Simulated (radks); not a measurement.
Effect of the nuclear size on the europium ion Eu11+, [Kr] 4d10 4f4 5s2. All-electron calculation, Dirac Kohn-Sham, LDA (Slater exchange, Perdew-Wang correlation), spin-unpolarised, spherical densities, finite nucleus; open shells fill j = l - 1/2 first; Fermi nuclear charge, rms radius 5.1115 fm. Program: a radial shooting solver on a logarithmic mesh with Libxc functionals. The rms radius is varied about that value; shifts are against it.

rms radius (fm)  total energy shift (eV)  density at nucleus (e/bohr^3)  1s1/2 shift (meV)  2s1/2 shift (meV)  4p1/2 shift (meV)  5s1/2 shift (meV)  4f5/2 shift (meV)  5p1/2 (empty) shift (meV)  6s1/2 (empty) shift (meV)
4.4163                             -4.76                      5.983e+05              -1960               -250              0.606              -2.89              0.603                      0.259                      -1.08
4.7741                             -2.38                      5.869e+05               -980               -125              0.302              -1.44              0.301                      0.129                     -0.539
5.1115                                 0                      5.771e+05              0.000              0.000              0.000              0.000              0.000                      0.000                      0.000
5.3057                              1.42                      5.718e+05                587               74.9             -0.181              0.864             -0.180                     -0.077                      0.323
6.1031                              7.68                      5.524e+05               3170                404             -0.976               4.67             -0.973                     -0.418                       1.74

Slopes of the eigenvalues against <r^2> in GHz/fm^2, as finite differences over the two radii next to the reference (eigenvalue slopes, not the field-shift constants of lines): 1s1/2 70700, 2s1/2 9020, 4p1/2 -21.8, 5s1/2 104, 4f5/2 -21.7, 5p1/2 (empty) -9.33, 6s1/2 (empty) 38.9.
